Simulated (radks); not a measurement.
The silicon ion Si2+ inside a hard spherical wall (all orbitals vanish at R), configuration held at [Ne] 3s2 and not refilled when levels cross. Calculated with a radial shooting solver on a logarithmic mesh with Libxc functionals: non-relativistic Kohn-Sham, LDA (Slater exchange, Perdew-Wang correlation), spin-polarised, spherical densities, point nucleus. Eigenvalues in eV for spin up, with the zero of energy where the potential of the charges vanishes at infinity; a dash marks a level that is unbound or too diffuse for the functional's potential to be trusted. A positive occupied level is held by the wall or, in an anion where self-interaction has pushed it up, behind a barrier. The pressure on the wall is -dE/dV.

| R (bohr) | E (hartree) | kinetic (hartree) | e(1s) | e(2s) | e(2p) | e(3s) | e(3p, empty) | e(3d, empty) | pressure (GPa) |
|---|---|---|---|---|---|---|---|---|---|
| free | -287.31346 | 286.650 | -1795.7 | -159.42 | -117.02 | -28.599 | -20.664 | -10.786 | 0 |
| 20 | -287.31346 | 286.650 | -1795.7 | -159.42 | -117.02 | -28.599 | -20.664 | -10.786 | < 0.0001 |
| 10 | -287.31346 | 286.650 | -1795.7 | -159.42 | -117.02 | -28.599 | -20.664 | -10.783 | < 0.0001 |
| 8 | -287.31346 | 286.650 | -1795.7 | -159.42 | -117.02 | -28.599 | -20.663 | -10.748 | 0.000410 |
| 7 | -287.31341 | 286.651 | -1795.7 | -159.42 | -117.02 | -28.596 | -20.655 | -10.656 | 0.00630 |
| 6 | -287.31287 | 286.658 | -1795.7 | -159.39 | -116.99 | -28.572 | -20.603 | -10.365 | 0.0916 |
| 5 | -287.30756 | 286.709 | -1795.5 | -159.19 | -116.79 | -28.394 | -20.282 | -9.456 | 1.23 |
| 3 | -286.94814 | 288.421 | -1790.1 | -154.58 | -112.14 | -21.346 | -11.041 | 2.608 | 186 |
| 2.5 | -286.33435 | 290.555 | -1785.0 | -150.57 | -108.07 | -11.201 | 0.525 | 13.912 | 734 |
| 2 | -284.54728 | 295.936 | -1774.5 | -143.12 | -100.34 | 15.924 | 28.757 | 37.263 | 3540 |
| 1.5 | -278.24018 | 313.232 | -1746.0 | -124.82 | -80.687 | 101.48 | 109.46 | 93.992 | 24800 |
